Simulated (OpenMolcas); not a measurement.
Sb³⁺: from RASSCF to RASPT2

| Property | Result |
| --- | --- |
| Program | OpenMolcas |
| Basis | ANO-R2 [7s6p4d2f1g] |
| Scalar Hamiltonian | X2C, finite nucleus |
| Active space | 2 electrons in 9 orbitals (RAS2 5s 5p; RAS3 5d, at most 2 electrons) |
| State averaging | 2S+1 = 3 even, 3 roots; 2S+1 = 1 even, 7 roots; 2S+1 = 3 odd, 3 roots; 2S+1 = 1 odd, 3 roots |
| Spin-orbit coupling | state interaction with AMFI integrals over the reference wave functions, term energies averaged over their components |

Methods on the same reference wave functions:
A. RASSCF
B. SS-RASPT2, IPEA 0.25 Eh, imaginary shift 0.1 Eh (closed shells correlated: 4d)
C. MS-RASPT2, IPEA 0.25 Eh, imaginary shift 0.1 Eh (closed shells correlated: 4d)
D. XMS-RASPT2, IPEA 0.25 Eh, imaginary shift 0.1 Eh (closed shells correlated: 4d)

Energies in cm⁻¹ above 5s² ¹S₀, the measured ground level; measured values from Moore, Atomic Energy Levels, vol. III, NSRDS-NBS 35 (1971 reprint of NBS Circular 467, 1958).

```csv
Level,A,B,C,D,Measured
5s² ¹S₀,0.0,0.0,0.0,0.0,0.0
5s 5p ³P°₀,58857,64500,65010,65600,
5s 5p ³P°₁,60887,66460,66970,67550,66700
5s 5p ³P°₂,65690,71340,71840,72430,72560
5s 5p ¹P°₁,96684,94190,94700,95180,95952
5p² ³P₀,147648,151720,152220,152810,152076
```

Deviations, from unrounded energies. A percentage is the sum of absolute deviations over the sum of measured energies, with the sign that they share, or ± where signs differ.

```
           Against measurement  Levels     A     B     C     D
mean absolute deviation (cm-1)       4  4500   900   600   620
      other configurations (%)       4  ±4.6  -0.9  ±0.6  ±0.6
```

C, D lie about equally close to measurement and A furthest from it. The largest miss of C in the table is 5s 5p ¹P°₁, by -1300 cm-1. The ranking rests on the paired levels alone, and a cruder setting can come out closer through cancelling errors.

Among B to D the level of the table that moves most is 5p² ³P₀, by 1100 cm-1 (lowest in B, highest in D). Moves below CASPT2's spread within the term are not significant.

The two smallest mean deviations differ by little beside CASPT2's spread within terms, so their order carries little weight.

The lowest spin-free term lies below A's lowest term by 0.433 hartree in B, 0.435 hartree in C, 0.439 hartree in D.

Term energies are means over components that CASPT2 splits; among the terms shown or strongly mixed into the levels shown the widest spread is 57 cm-1 (5s 5p ¹P°, D). Active for correlation alone: 5d; no level in the range computed is led by a configuration that fills it, so any true level of that kind is missing. Some terms mix strongly with configurations of 5d, whose occupation reaches 0.25 (5p² ¹D) (holds for A). Computed and measured levels are paired by configuration, term and J; levels that our copy of the source lacks, or whose pairing is in doubt (as where it misses far off the trend of its configuration), stay unpaired and out of the deviations. Only configurations of the active space appear. Levels that lie high or do not pair safely by name in every column are left out.

° marks odd parity.
